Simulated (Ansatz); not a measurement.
Coupled-cluster diagnostics for the cluster MoO2, Ansatz.

Geometry of the singlet (r2SCAN-D4/def2-TZVP):

Cartesian coordinates in Å:
```
Mo 1.5482 0.0468 0.1973
O -1.4010 -0.0424 -0.1785
O -0.1471 -0.0045 -0.0187
```

In the def2 sets Mo takes a core potential; there is no spin–orbit coupling. Correlated methods freeze 2 core orbitals; core or outer-core shells of Mo are correlated, in sets that lack core-valence functions. The structure holds 1 bond(s) between oxygen atoms. No other spin state of charge 0 was run. Another isomer (triplet) lies 7.24 eV lower at PBE0-D4/def2-TZVP; other spin states weren't run for this one.

Q: Estimate the CCSD(T) correlation energy, the shares of MP2 and (T), T1 and the reference's ⟨S²⟩ for: charge 0, singlet, own geometry in def2-TZVPP; and the rough time on 4 threads of Arm Neoverse V1 on a shared host.

A: 
```json
{"state": "charge 0, singlet, own geometry", "basis": "def2-TZVPP", "correlation (eV)": "-27.886", "MP2 share (%)": "97.0", "(T) share (%)": "6.9", "T1": "0.055", "⟨S²⟩ (pure)": "0.00 (0.00)", "wall time": "24 s", "remarks": "large T1 (0.055), restricted SCF unstable"}
```
Customary marks for T1 are 0.02 (closed shells), 0.045 (open shells) and about 0.05 (3d metals). T1 exceeds 0.02 in 1 of 1 rows and 0.045 in 1; the higher it lies, the less the single-reference result can be trusted.
